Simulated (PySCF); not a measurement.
**From a computed spectrum to the compound**

A species of 8 atoms with charge 0 has these harmonic modes (PBE0, small Gaussian bases with core potentials, PySCF 2.14.0):

| cm⁻¹ | km/mol | symmetry |
| --- | --- | --- |
| 62 | 1.8 | e |
| 62 | 1.8 | e |
| 66 | 68.8 | a1 |
| 115 | 17.2 | e |
| 115 | 17.2 | e |
| 128 | 0.0 | a2 |
| 319 | 7.8 | a1 |
| 534 | 0.1 | e |
| 534 | 0.1 | e |
| 571 | 8.2 | a1 |
| 574 | 192.7 | e |
| 574 | 192.7 | e |
| 1214 | 153.5 | a1 |
| 1632 | 25.8 | e |
| 1632 | 25.8 | e |
| 3491 | 28.6 | a1 |
| 3612 | 57.1 | e |
| 3612 | 57.1 | e |

Q: Which species is it, and in which structure?

A: YbF3(NH3) (singlet in the valence; each metal's 4f electrons, 13 of them, lie in its core potential, out of spins and levels):
```xyz
8

Yb    0.0638   -0.0638    0.0638
F     1.0226    1.3911    1.0226
F    -1.3911   -1.0226    1.0226
F     1.0226   -1.0226   -1.3911
N    -1.3417    1.3417   -1.3417
H    -1.9514    1.9514   -0.7927
H    -0.7927    1.9514   -1.9514
H    -1.9514    0.7927   -1.9514
```
Ideal gas at 298.15 K and 1 bar: S = 400.6 J/(mol K), Cp = 113.8 J/(mol K), H − H(0 K) = 25.3 kJ/mol (rigid rotor, harmonic modes, spin degeneracy alone, that of the 4f electrons in the core included). An lcecp potential fixes the number of 4f electrons, so in runs with it no electron can move into or out of that shell.
 This is one of several that fit.
